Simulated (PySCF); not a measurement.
Zn(Br)(SeH) (BrHSeZn), SMILES [SeH][Zn][Br].

Geometry: B3LYP-D3(BJ)/def2-SVP. The structure was generated by enumeration; whether it is a known compound was not checked. The values are those of a single conformer.

All values below come from TDA-PBE/def2-SVPD run with PySCF.

Vertical excitations.  State labels are in the subgroup Cs.

### Question
Estimate the UV-visible absorptions. (The exact figures need the calculation; the answer reports its results.)

### Answer

```tsv
state	symmetry	energy (eV)	λ (nm)	f	main pairs
S1	A"	3.94	315	0.015	HOMO→LUMO 100 %
S2	A"	4.67	266	0.000	HOMO→LUMO+1 99 %
S3	A'	4.96	250	0.015	HOMO−1→LUMO 99 %
S4	A"	4.99	249	0.024	HOMO−2→LUMO 100 %
S5	A'	5.32	233	0.001	HOMO→LUMO+2 77 %, HOMO−3→LUMO 22 %
S6	A"	5.53	224	0.017	HOMO→LUMO+3 98 %
S7	A"	5.70	217	0.000	HOMO−2→LUMO+1 99 %
S8	A'	5.79	214	0.001	HOMO−1→LUMO+1 85 %
S9	A"	6.19	200	0.000	HOMO−1→LUMO+2 100 %
S10	A'	6.30	197	0.108	HOMO−3→LUMO+1 44 %, HOMO−2→LUMO+2 33 %, HOMO−3→LUMO 14 %
T1	A"	3.61	344	0	HOMO→LUMO 100 %
T2	A"	4.50	275	0	HOMO→LUMO+1 98 %
T3	A'	4.66	266	0	HOMO−1→LUMO 100 %
T4	A"	4.68	265	0	HOMO−2→LUMO 100 %
```
Triplets are in the Tamm–Dancoff approximation.
